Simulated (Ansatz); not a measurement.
System: C₃H₉Ga, charge 0, multiplicity 1. 
Coordinates optimised at B3LYP-D3(BJ)/def2-TZVP (Ansatz, a program for electronic structure):
```xyz
13

C      1.9313    -0.4514    -0.1479
Ga     0.0000    -0.0001     0.0001
C     -0.5550     1.8431     0.5000
C     -1.3764    -1.3916    -0.3524
H      2.4129     0.1962    -0.8852
H      2.1001    -1.4891    -0.4355
H      2.4325    -0.2700     0.8066
H     -1.1635     1.8187     1.4078
H      0.2931     2.5065     0.6695
H     -1.1798     2.2730    -0.2873
H     -1.2349    -2.2392     0.3232
H     -2.3932    -1.0182    -0.2314
H     -1.2673    -1.7773    -1.3695
```

Total electronic energies in hartree. Cores are frozen in the correlated levels unless marked. No spin-orbit coupling. Frozen are the shells of the preceding noble gas and the d and f shells that filled before the atom's block. No relativistic terms. CBS(X,Y): correlation extrapolated as X^-3; Hartree-Fock from the larger set. The bracket is a focal-point correction in the basis named.

```tsv
level	program	energy (Eh)
HF/aug-cc-pVTZ	Ansatz	-2042.17601
B3LYP-D3(BJ)/def2-TZVPD	Ansatz + dftd3	-2044.71630
PBE0-D4/def2-TZVP	Ansatz + dftd4	-2044.23978
PBE0/def2-QZVPP	Ansatz	-2044.28681
CAM-B3LYP-D4/def2-TZVPD	Ansatz + dftd4	-2044.69078
B2GP-PLYP-D4/def2-TZVPD	Ansatz + dftd4	-2043.92445
MP2/STO-3G	Ansatz	-2018.53463
MP2/CBS(aug-cc-pVTZ,aug-cc-pVQZ)	Ansatz	-2042.8750
SCS-MP2/cc-pVQZ	Ansatz	-2042.86339
CCSD/aug-cc-pVDZ	Ansatz	-2042.65961
CCSD/cc-pVTZ	Ansatz	-2042.84694
CCSD(T)/cc-pVDZ	Ansatz	-2042.64641
RI-MP2/CBS(aug-cc-pVTZ,aug-cc-pVQZ)+[CCSD(T)-MP2]/aug-cc-pVTZ	Ansatz	-2042.9495
RI-MP2/CBS(aug-cc-pVTZ,aug-cc-pVQZ)+[CCSD(T)-MP2]/aug-cc-pVQZ	Ansatz	-2042.9431
CCSD(T)/CBS(aug-cc-pVTZ,aug-cc-pVQZ)	Ansatz	-2042.9386
```

Totals of different functionals don't rank their quality; only differences between species are comparable.
